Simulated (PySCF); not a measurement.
## NMR parameters of BH2(iBu)

BH2(iBu), C4H11B, point group C1.

Geometry:
```csv
atom,x (Å),y (Å),z (Å)
B1,0.957,1.221,1.271
H2,1.363,1.605,2.346
H3,1.254,1.873,0.293
C4,0.083,-0.066,1.218
C5,-0.415,-0.596,-0.130
C6,0.747,-0.994,-1.034
C7,-1.332,0.410,-0.819
H8,-0.771,0.134,1.900
H9,0.643,-0.849,1.770
H10,-1.010,-1.507,0.064
H11,1.371,-0.120,-1.283
H12,0.389,-1.427,-1.981
H13,1.396,-1.741,-0.550
H14,-0.793,1.344,-1.046
H15,-2.195,0.668,-0.184
H16,-1.721,0.012,-1.769
```

GIAO calculations in PySCF on the PBE0-D3(BJ)/def2-SVP structure: isolated species, non-relativistic, equivalent atoms averaged; basis pcSseg-1.

**Question.** Give the isotropic shieldings (ppm) with PBE0, wB97X-D.

**Answer.** 
```csv
atoms,environment,PBE0,wB97X-D
C4,"carbon bonded to C, B, 2 H",139.5,142.4
C5,"carbon bonded to 3 C, H",158.0,159.0
C6/C7,"carbon bonded to C, 3 H",160.2,160.4
B1,"boron bonded to C, 2 H",10.1,16.1
H2/H3,hydrogen on a boron bonded to C,23.33,23.73
H8/H9,"hydrogen on a carbon bonded to C, B",29.36,29.63
H10,hydrogen on a carbon bonded to 3 C,29.52,29.72
H11/H12/H13/H14/H15/H16,hydrogen on a carbon bonded to C,30.25,30.37
HOMO–LUMO gap (eV),–,7.27,11.11
```

**Question.** And the chemical shifts, against references computed in the same way?

**Answer.** 
```
                  atoms  nucleus, reference  PBE0  wB97X-D
                     C4            ¹³C, TMS  44.9     42.1
                     C5            ¹³C, TMS  26.4     25.5
                  C6/C7            ¹³C, TMS  24.2     24.1
                     B1       ¹¹B, BF3·OEt2  90.6     85.5
                  H2/H3             ¹H, TMS  7.93     7.65
                  H8/H9             ¹H, TMS  1.91     1.75
                    H10             ¹H, TMS  1.75     1.66
H11/H12/H13/H14/H15/H16             ¹H, TMS  1.01     1.01
```

**Question.** Which part of the shielding of C4 depends on the functional?

**Answer.** Diamagnetic: PBE0 251, wB97X-D 251 ppm; paramagnetic: PBE0 -111, wB97X-D -109 ppm. The diamagnetic part, set mainly by inner electrons, hardly moves; the paramagnetic part goes with low-lying magnetically allowed excitations and carries the spread.

**Question.** What couplings does B3LYP/pcJ-1 (spin–dipole term only in couplings to heteroatoms) give?

**Answer.** ¹J(B1,H2) = 133.4, ¹J(C6,H11) = 131.4, ¹J(C5,H10) = 131.2, ¹J(C4,H8) = 115.9, ¹J(B1,C4) = 51.7, ¹J(C4,C5) = 36.9, ¹J(C5,C6) = 36.6, ²J(H8,H9) = -23.2, ²J(H11,H12) = -13.8, ²J(H2,H3) = 5.0, ²J(B1,H8) = -5.0, ²J(H2,C4) = 4.9, ²J(C4,H10) = -4.6, ²J(C6,H10) = -3.3 Hz (averaged over equivalent pairs; isotopes ¹¹B, ¹H, ¹³C).
